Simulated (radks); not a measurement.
Values are calculated unless marked as measured or tabulated.
W3+, configuration [Xe] 4f14 5d3. Code: a radial shooting solver on a logarithmic mesh with Libxc functionals. Model: scalar-relativistic Kohn-Sham, SCAN, spin-polarised, spherical densities, finite nucleus; open shells are filled with parallel spins first (spin-orbit coupling, left out, can overturn this in heavy ions); meta-GGA in the generalised Kohn-Sham scheme; Fermi nuclear charge, rms radius 5.3658 fm. Some entries of the table are withheld. Estimate them.

| orbital | occ. | eigenvalue (hartree) | <r^2> (bohr^2) |
|---|---|---|---|
| 1s down | 1 | -2557.363 | 0.0004631 |
| 1s up | 1 | -2557.363 | 0.0004631 |
| 2s up | 1 | -443.2504 | 0.007115 |
| 2s down | 1 | -443.2462 | 0.007115 |
| 2p up | 3 | -387.6693 | 0.005891 |
| 2p down | 3 | -387.6652 | 0.005891 |
| 3s up | 1 | -103.3290 | 0.04612 |
| 3s down | 1 | -103.3283 | 0.04612 |
| 3p up | 3 | -86.76476 | 0.04694 |
| 3p down | 3 | -86.76358 | 0.04694 |
| 3d up | 5 | -67.68045 | 0.03903 |
| 3d down | 5 | -67.67717 | 0.03903 |
| 4s up | 1 | -22.36689 | 0.2279 |
| 4s down | 1 | -22.35976 | 0.2278 |
| 4p up | 3 | -16.90842 | 0.2594 |
| 4p down | 3 | -16.90141 | 0.2593 |
| 4d up | 5 | -9.96627 | 0.3031 |
| 4d down | 5 | -9.95743 | 0.3026 |
| 5s up | 1 | (1) | 1.280 |
| 5s down | 1 | (2) | 1.265 |
| 5p up | 3 | -2.70854 | 1.738 |
| 5p down | 3 | -2.62710 | 1.702 |
| 4f up | 7 | -2.30852 | 0.4647 |
| 4f down | 7 | -2.29179 | 0.4550 |
| 5d up | 3 | -1.18313 | 3.500 |

Answer. 
(1) 5s up eigenvalue (hartree): -4.04905
(2) 5s down eigenvalue (hartree): -3.98492
